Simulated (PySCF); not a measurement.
**Radial density of Pd²⁷⁺ (palladium, charge +27)**

TPSSh, [Ar] 3d1, 2D determinant. Calculation: PySCF 2.14, in an even-tempered Gaussian basis (17 s from 3.4 bohr⁻², ratio 2.5; 11 p from 4.4 bohr⁻², ratio 2.5; 8 d from 4.4 bohr⁻², ratio 2.5; 4 f from 15 bohr⁻², ratio 2.7; 3 g from 23 bohr⁻², ratio 2.7); no relativity, point nucleus.

```tsv
r (bohr)	4πr²ρ (e/bohr)	4πr²(ρα − ρβ)
0.000455	0.1710	0.0000
0.000766	0.4701	0.0000
0.00129	1.268	0.0000
0.00217	3.308	0.0000
0.00365	8.169	-0.0001
0.00613	18.40	-0.0002
0.0103	35.52	-0.0003
0.0173	53.42	-0.0004
0.0292	56.27	0.0019
0.0491	50.45	0.0317
0.0826	67.68	0.3016
0.139	52.80	1.5779
0.234	28.98	3.5308
0.393	25.97	1.9615
0.661	1.664	0.1110
1.11	0.004294	0.0003
```

A non-relativistic calculation at this Z misses sizeable relativistic shifts. Spin-orbit coupling, absent here, splits the open shell strongly.
